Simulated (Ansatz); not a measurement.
C2H4BCl can be A, `ClC1BC1`, or B, `C=CBCl`.

Gas-phase electronic energies from Ansatz, PBE0-D4/def2-TZVP geometries. CBS: MP2 limit from def2 TZ/QZ plus the TZ coupled-cluster correction, frozen cores. Functionals use def2-TZVPP. B3LYP here is the variant with VWN-RPA as its local correlation; programs differ in this. One conformer a species, not always the lowest.

Task: Which isomer does CCSD(T)/CBS put lower? Give the gap. (Best estimate.)

Result: Ansatz gave: B, by 53.3 kcal/mol.

Task: Give E(B) − E(A) in kcal/mol with B3LYP, ωB97M-V, CCSD/def2-TZVPP, PBE-D4, r2SCAN-D4, MP2/def2-TZVPP, B2PLYP. (Best estimate.)

Result: Computed: B3LYP -53.8, ωB97M-V -50.6, CCSD/def2-TZVPP -54.1, PBE-D4 -48.9, r2SCAN-D4 -50.5, MP2/def2-TZVPP -53.1, B2PLYP -54.2. None reverses the order clearly.

Task: Does the order hold for the free energy at 298.15 K (harmonic terms from PBE0-D4)? (An estimate is asked.)

Result: The calculation gave: Yes: G(B) − G(A) = -52.4 kcal/mol, for one conformer each.

Largest T1 diagnostic: 0.012.

Leaving LDA and LC-ωPBE aside and taking each functional with its dispersion term where it has one, the values, not all of them listed here, spread over 5.6 kcal/mol, from BLYP-D4 to PBE0-D4. LDA lies +4.1 kcal/mol from PBE without D4. At CCSD(T), def2-SVP lies −4.3 kcal/mol from the extrapolated value and def2-TZVPP −1.1 kcal/mol.
